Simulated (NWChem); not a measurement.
**Basis-set convergence for HBrSi**

```xyz
3

Si    -1.0832     1.1603     0.0000
H     -0.0062     2.2784     0.0000
Br     0.4335    -0.5292     0.0000
```
Charge 0, spin multiplicity 1.

Program: NWChem. The geometry was optimised at PBE/def2-SVP, a minimum by its harmonic frequencies.

Quantity: dipole moment at the level PBE0.

The Hamiltonian is non-relativistic. The Pople sets run with spherical d functions. The structure started from a generated list of species.

```csv
basis,functions,dipole moment (D)
STO-3G,28,(withheld)
cc-pVDZ,50,1.15
pcseg-1,50,1.19
6-31G*,52,(withheld)
aug-cc-pVDZ,72,1.16
aug-pcseg-1,72,1.17
def2-SVPD,73,1.15
pcseg-2,91,(withheld)
cc-pVTZ,91,1.13
def2-QZVP,175,1.12
```

Task: Fill in the missing entries.

Result: 
- STO-3G, dipole moment (D): 1.84
- 6-31G*, dipole moment (D): 1.39
- pcseg-2, dipole moment (D): 1.23
